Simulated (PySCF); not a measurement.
CH5F2NOSi, SMILES CN[Si](O)(F)F. Atoms are numbered in the order given.

```xyz
11

C     -2.3764    -0.0330    -0.0168
N     -1.1270     0.7048     0.0574
Si     0.4168     0.0080     0.0099
O      0.5464    -1.1349    -1.1581
F      1.4577     1.2263    -0.1668
F      0.8797    -0.7610     1.3469
H     -2.8477    -0.1963     0.9699
H     -2.1875    -1.0234    -0.4588
H     -3.1100     0.4784    -0.6635
H     -1.2145     1.6579     0.3980
H      0.2633    -0.8729    -2.0414
```
Charge 0, spin multiplicity 1.

Geometry: r2SCAN-D4/def2-SVP. The structure was generated by enumeration, and PubChem lists no compound with its InChIKey, so it may never have been made. One conformer was computed; it need not be the lowest.

Two levels are set side by side: PBE/pcSseg-1 (PySCF) and PBE0/pcSseg-1 (PySCF). GIAO shifts against CFCl3 (¹⁹F), H2O (¹⁷O), NH3 (¹⁵N), TMS (²⁹Si), TMS (¹H), TMS (¹³C) at the same level; non-relativistic, no solvent, atoms listed together averaged. Differences are taken from unrounded values.

| quantity | PBE0 | PBE | PBE minus PBE0 |
|---|---|---|---|
| δ(¹³C) of C1 (ppm) | 31.2 | 32.6 | 1.4 |
| δ(¹⁵N) of N2 (ppm) | 27.0 | 34.6 | 7.6 |
| δ(²⁹Si) of Si3 (ppm) | -66.9 | -65.6 | 1.3 |
| δ(¹⁷O) of O4 (ppm) | 41.5 | 48.0 | 6.5 |
| δ(¹H) of H10 (ppm) | 0.86 | 0.81 | -0.05 |
| δ(¹H) of H11 (ppm) | 1.88 | 1.65 | -0.23 |

Rough cost on one machine, each run with all the roots and properties that it gave: PBE0 against PBE within a factor of 2.
